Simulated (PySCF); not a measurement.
Parent: `[F:1][C@@H:2]([SiH3:3])[GeH3:4]`, CH7FGeSi.

Theory: PBE0-D3(BJ)/def2-SVP geometry optimisation, gas phase in PySCF 2.14.0. One conformer each, not checked by frequencies here.

```tsv
coordinate of the parent	value
F1–C2	1.395 Å
C2–Si3	1.900 Å
C2–Ge4	1.977 Å
F1–C2–Si3	108.7°
F1–C2–Ge4	107.9°
Si3–C2–Ge4	114.7°
```

Task: How does the shared frame change in `[SiH3:1][C@H:2]([Cl:3])[GeH3:4]`, CH7ClGeSi? Atoms pair as C2 = C2, Si3 = Si1, Ge4 = Ge4 (parent first).

Result: 
```tsv
parent	relative	value in the relative	change
C2–Si3	C2–Si1	1.892 Å	-0.008
C2–Ge4	C2–Ge4	1.972 Å	-0.005
Si3–C2–Ge4	Si1–C2–Ge4	114.9°	+0.2
```

Of the parent's bonds, C2–Si3 changes most (-0.008 Å). Bonds of the relative outside the shared frame: C2–Cl3 1.806 Å. Point group C1 → C1.

Task: How does the shared frame change in `[SiH3:1][C@@H:2]([GeH3:3])[c:4]1[cH:5][cH:6][cH:7][cH:8][n:9]1` with Si1–C2–C4–C5 78°, C6H11GeNSi? Atoms pair as C2 = C2, Si3 = Si1, Ge4 = Ge3 (parent first).

Result: 
| parent | relative | value in the relative | change |
| --- | --- | --- | --- |
| C2–Si3 | C2–Si1 | 1.895 Å | -0.005 |
| C2–Ge4 | C2–Ge3 | 1.977 Å | 0.000 |
| Si3–C2–Ge4 | Si1–C2–Ge3 | 110.5° | -4.2 |

Of the parent's bonds, C2–Si3 changes most (-0.005 Å). Bonds of the relative outside the shared frame: C2–C4 1.499, C4–C5 1.404, C5–C6 1.389, C6–C7 1.394, C7–C8 1.392, C8–N9 1.330, C4–N9 1.336 Å. Point group C1 → C1.
